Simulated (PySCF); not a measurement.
C₃H₆BFN₂, SMILES NCC#CB(N)F.

Geometry: ωB97X-D3(BJ)/def2-SVP. The structure was generated by enumeration, and PubChem lists no compound with its InChIKey, so it may never have been made. The values are those of a single conformer.

Two levels are set side by side: TDDFT-PBE/def2-SVPD (PySCF) and TDDFT-CAM-B3LYP/def2-SVPD (PySCF). Vertical, same geometry. The lowest singlet is HOMO→LUMO 98 % with PBE and HOMO−2→LUMO 64 %, HOMO→LUMO 17 % with the other functional; states are paired by order. Differences are taken from unrounded values.

```
quantity                               TDDFT-CAM-B3LYP  TDDFT-PBE  TDDFT-PBE minus TDDFT-CAM-B3LYP
-------------------------------------  ---------------  ---------  -------------------------------
lowest singlet excitation (eV)                    5.66       4.57                            -1.09
lowest triplet excitation (TDA) (eV)              4.73       4.37                            -0.37
first bright state (f over 0.05) (eV)             7.82       5.85                            -1.96
its oscillator strength                           0.17       0.09                            -0.07
```

Functionals without exact exchange tend to place singlet excitations lower, as here. Differences between two approximate levels are no errors against the true value.

Rough cost on one machine, each run with all the roots and properties that it gave: TDDFT-CAM-B3LYP against TDDFT-PBE about 5 times.
